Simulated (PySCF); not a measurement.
**Computed structure and properties of [Sm(NH2)3]−**

System: [Sm(NH2)3]− (singlet in the valence; each metal's 4f electrons, 6 of them, lie in its core potential, out of spins and levels); start: displaced along the imaginary mode (C2). Method: PySCF 2.14.0, RKS PBE0, Sm lcecp-0-SVP with ECP52, N def2-SVP, H def2-SVP; non-relativistic Hamiltonian with scalar-relativistic core potentials where named; density fitting; no spin-orbit coupling.

Input of the relaxation:

```python
mol = gto.M(atom='''
Sm     0.00000     0.00000     0.00000
N      2.46745     0.00001     0.01170
H      3.12186    -0.12561     0.80090
H      3.09821     0.12567    -0.79692
N     -1.23374     2.13687    -0.00942
H     -1.44106     2.74465     0.79999
H     -1.66902     2.64205    -0.79821
N     -1.23371    -2.13689    -0.00229
H     -1.33885    -2.81902     0.79613
H     -1.77113    -2.56774    -0.80189''',
    basis={'Sm': 'lcecp-0-SVP', 'N': 'def2-SVP', 'H': 'def2-SVP'},
    ecp={'Sm': 'lcecp-0-SVP'},
    charge=-1, spin=0)
mf = dft.RKS(mol, xc='PBE0')
mf.grids.atom_grid = (50, 194)  # f atoms: unpruned, at least (60, 302)
mf = mf.density_fit()  # fitting sets: Sm AutoAux, N def2-universal-JKFIT, H def2-universal-JKFIT
mf.conv_tol = 1e-08; mf.max_cycle = 55
mf.kernel(dm0)  # dm0: converged density of the start geometry
# quasi-Newton relaxation in Cartesian coordinates to a largest gradient under 0.00045 Eh/bohr, steps kept in the point group
```

Run from Python with OMP_NUM_THREADS=2; the lines above give its settings. Where DIIS fails, smearing, a level shift and second-order steps follow.
It took 3.1 min on 2 threads of AMD EPYC 7R43 64-Core Processor (Zen 3), with other jobs on the host, from the converged density of the start.

Course of the relaxation:

| step | energy above end (eV) | largest force component within the symmetry (eV/Å) |
| --- | --- | --- |
| 0 | 0.4178 | 1.078 |
| 1 | 0.3488 | 0.092 |
| 2 | 0.3062 | 0.358 |
| 3 | 0.2867 | 0.599 |
| 4 | 0.2595 | 0.507 |
| 5 | 0.1957 | 0.429 |
| 6 | 0.1853 | 1.085 |
| 7 | 0.1507 | 1.031 |
| 31 | 0.0009 | 0.043 |
| 32 | 0.0005 | 0.028 |
| 33 | 0.0002 | 0.016 |
| 34 | 0.0002 | 0.065 |
| 35 | 0.0000 | 0.015 |
| 36 | 0.0000 | 0.012 |
(The steps between are left out.)

Relaxed geometry (C2):

```xyz
10

Sm   -0.0051   -0.0088    0.0000
N     2.4304    0.0093    0.2019
H     3.0758   -0.7802    0.3093
H     3.0537    0.8225    0.2404
N    -1.2070    2.1098   -0.1996
H    -0.8144    3.0562   -0.2362
H    -2.2133    2.2740   -0.3077
N    -1.2274   -2.1259   -0.0023
H    -0.8535   -3.0784   -0.0633
H    -2.2393   -2.2785    0.0576
```

```csv
contact,Å
Sm1–N2 (NH2),2.444
Sm1–N5 (NH2),2.444
Sm1–N8 (NH2),2.445
```

On the finer grid (75, 302):

| Quantity | Value |
| --- | --- |
| HOMO | not given (4f levels lie in the core) |
| LUMO | not given (4f levels lie in the core) |
| Dipole about the centre of mass | 0.02 D |
| Set of Mulliken populations of Sm1 outside the core potential | s 2.21, p 6.34, d 1.00, f 0.03 |
| D3(BJ) dispersion energy (not in the energies) | -0.135 eV |

```json
{"atom": "Sm1", "Mulliken (e)": "0.42", "Löwdin (e)": "0.24", "spin (e)": "0.00"}
{"atom": "N2", "Mulliken (e)": "-0.58", "Löwdin (e)": "-0.45", "spin (e)": "0.00"}
{"atom": "H3", "Mulliken (e)": "0.05", "Löwdin (e)": "0.02", "spin (e)": "0.00"}
{"atom": "H4", "Mulliken (e)": "0.05", "Löwdin (e)": "0.02", "spin (e)": "0.00"}
{"atom": "N5", "Mulliken (e)": "-0.58", "Löwdin (e)": "-0.45", "spin (e)": "0.00"}
{"atom": "H6", "Mulliken (e)": "0.05", "Löwdin (e)": "0.02", "spin (e)": "0.00"}
{"atom": "H7", "Mulliken (e)": "0.05", "Löwdin (e)": "0.02", "spin (e)": "0.00"}
{"atom": "N8", "Mulliken (e)": "-0.58", "Löwdin (e)": "-0.45", "spin (e)": "0.00"}
{"atom": "H9", "Mulliken (e)": "0.05", "Löwdin (e)": "0.02", "spin (e)": "0.00"}
{"atom": "H10", "Mulliken (e)": "0.05", "Löwdin (e)": "0.02", "spin (e)": "0.00"}
```

The 4f levels lie in the core potential and are missing. Their spin isn't counted.

On the grid (50, 194), as all that follows. Harmonic modes: a minimum within the noise of the softest modes; lowest 33 cm⁻¹ (negative: unstable), highest 3540 cm⁻¹, zero-point energy 1.807 eV.

Taking off one NH2 (charge -1, singlet; the rest: singlet) in vacuum, both parts rigid, costs 4.35 eV; the small basis without counterpoise inflates it.

Rigid scan of NH2 along the line from its metal:

```csv
distance to N2 (Å),energy (eV)
2.14,0.492
2.24,0.191
2.34,0.042
2.44,0.000
2.54,0.033
2.64,0.117
2.84,0.373
3.14,0.835
3.54,1.427
4.04,2.037
```

One start shape was tried, so this needn't be the lowest isomer.

An lcecp potential fixes the number of 4f electrons, so in runs with it no electron can move into or out of that shell.
